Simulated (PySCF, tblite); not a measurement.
Species: C₅H₄FNO₂.
Numbering: `[CH3:1][O:2][C@@H:3]([C:4]#[N:5])[C:6]([F:7])=[C:8]=[O:9]` (hydrogens: H10, H11, H12 on C1; H13 on C3)

Structure optimised with GFN2-xTB, isolated species.

Problem. Give the optimised bond lengths and angles.

Solution. 
| bond | length (Å) |
| --- | --- |
| C1–O2 | 1.411 |
| O2–C3 | 1.403 |
| C3–C4 | 1.456 |
| C4≡N5 | 1.141 |
| C3–C6 | 1.527 |
| C6–F7 | 1.364 |
| C6=C8 | 1.305 |
| C8=O9 | 1.158 |
| C1–H10, C1–H11, C1–H12 | 1.093 |
| C3–H13 | 1.106 |

Bonds in one row agree within 0.01 Å and their mean is given. A selection of angles:
| angle | degrees |
| --- | --- |
| C1–O2–C3 | 113.9 |
| O2–C3–C4 | 108.7 |
| O2–C3–C6 | 114.1 |
| C4–C3–C6 | 108.8 |
| C3–C4–N5 | 178.5 |
| C3–C6–F7 | 115.5 |
| C3–C6–C8 | 122.7 |
| F7–C6–C8 | 121.9 |
| C6–C8–O9 | 174.8 |

Torsions: C1–O2–C3–C4 170° (antiperiplanar); O2–C3–C6–F7 110° (anticlinal).

The C–O distances run from 1.158 Å (C8=O9, drawn double) to 1.411 Å (C1–O2, drawn single), a spread of 0.253 Å. Of the pairs four or more bonds apart, C6···H12 is among the closest relative to their van der Waals radii: 2.71 Å, 93 % of the sum of Bondi's values. The C–C distances run from 1.305 Å (C6=C8, drawn double) to 1.527 Å (C3–C6, drawn single), a spread of 0.222 Å.

Point group: C1 (no symmetry element, even within 0.4 Å). Its GFN2-xTB frequencies are all real (lowest 26 cm⁻¹). One conformer, not necessarily the lowest. 3 starts were optimised and ended at 0.00, 0.00 and 2.78 kcal/mol (GFN2-xTB); the lowest of these is shown.

The numbers are calculated, not measured.
